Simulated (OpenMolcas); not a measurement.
Mo2+.

```json
{
 "Program": "OpenMolcas 26.06",
 "Method": "CASSCF",
 "Basis": "ANO-R1 [6s4p3d1f]",
 "Scalar Hamiltonian": "X2C, finite nucleus",
 "Active space": "4 electrons in 5 orbitals (4d)",
 "State averaging": "2S+1 = 5 even, 5 roots; 2S+1 = 3 even, 45 roots; 2S+1 = 1 even, 50 roots",
 "Spin-orbit coupling": "state interaction with AMFI integrals over the reference wave functions, term energies averaged over their components"
}
```

Levels without dynamic correlation, in cm⁻¹ above 4d⁴ ⁵D₀:

```csv
Level,E
4d⁴ ³P₀(1),15985
4d⁴ ³H₄,15618
4d⁴ ³F₃(1),18099
4d⁴ ³G₃,19982
```

On this reference, MS-CASPT2, IPEA 0.25 Eh, imaginary shift 0.1 Eh (closed shells correlated: 4s 4p) puts 4d⁴ ³P₀(1) at 12950 cm⁻¹.

Q: Estimate the other levels at that method by one scale factor, and say how well it serves.

A: The factor is 12950 / 15985 = 0.810. Scaled values beside those that MS-CASPT2 gives and measured ones (Sugar and Musgrove, J. Phys. Chem. Ref. Data 17, 155 (1988)):
```tsv
Level	Scaled	MS-CASPT2	Miss (%)	Measured
4d⁴ ³H₄	12651	14560	-13.1	12680
4d⁴ ³F₃(1)	14660	15880	-7.7	13948
4d⁴ ³G₃	16185	17940	-9.8	15871
```
For these levels the scaled values miss MS-CASPT2 by up to 13.1 %, as correlation changes each term by its own factor, spin-orbit parts do not scale and CASPT2 has its own spread within terms. This holds within one configuration; levels of others move differently, and the target method has errors of its own against measurement.

Term energies are means over components that CASPT2 splits; among the terms shown or strongly mixed into the levels shown the widest spread is 530 cm-1 (4d⁴ ³H, MS-CASPT2). Levels of configurations with an s electron are missing; early in the row they begin among the upper levels of the d shell and mix with terms of their name. Without dynamic correlation excited terms often stand tens of per cent too high (terms of higher spin than the ground term too low), and those without a measured partner can miss by more than the paired ones (holds for CASSCF). The CASPT2 spread within a term exceeds the gap to the next term for 4d⁴ ³P(1) and 4d⁴ ³H, so the order of their levels is uncertain (holds for MS-CASPT2). Some terms miss by over 15 % even with CASPT2, which points to a basis or an active space too small for the shells correlated (holds for MS-CASPT2). Computed and measured levels are paired by configuration, term and J; levels that our copy of the source lacks, or whose pairing is in doubt (as where it misses far off the trend of its configuration), stay unpaired and out of the deviations. Levels of configurations outside the active space are missing.

A number in round brackets counts repeated terms of one configuration in the order of the reference energies.
